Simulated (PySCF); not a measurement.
YF3, SMILES [F][Y]([F])[F]. Geometry: B3LYP-D3(BJ)/def2-TZVP. The isomer is the one that the SMILES or the coordinates give; other isomers of the formula were not compared. The def2 effective core potentials stand for the cores of Y; spin–orbit coupling is left out.

Computed equilibrium geometry at B3LYP-D3(BJ)/def2-TZVP (PySCF confirms it by a frequency run) as a Z-matrix, and its point group:
point group D3h.
```
Y
F 1 2.0095
F 1 2.0095 2 120.00
F 1 2.0095 2 120.00 3 180.00
```
Charge 0, spin multiplicity 1.
